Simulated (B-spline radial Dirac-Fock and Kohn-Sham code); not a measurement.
**In⁴³⁺: eigenvalues, ΔSCF and the reference**

System: indium as In⁴³⁺, configuration [He] 2s2 2p2.

The density-functional columns are spherical, spin-unpolarised Dirac-Kohn-Sham results without Breit or QED terms: −ε is minus the orbital energy of the initial state and ΔSCF the difference of two total energies. The reference in the last column comes from Dirac-Fock ΔSCF + Breit + QED. All numbers are from a radial finite-basis atomic code, in eV; a selection of levels is shown. For the 1s level of heavy atoms much of the gap between ΔSCF and the reference is the Breit and QED part, -82.0 eV here; for other levels the error of the functional can be larger.

```tsv
level	LDA −ε	LDA ΔSCF	Dirac-Fock
K	31374.9	31755.9	31665.2
L1	7274.5	7368.0	7358.0
L2,3	6955.5	7064.8	7064.7
```

Values without a named source are computed, but for edge energies of neutral atoms, which are taken from tables.
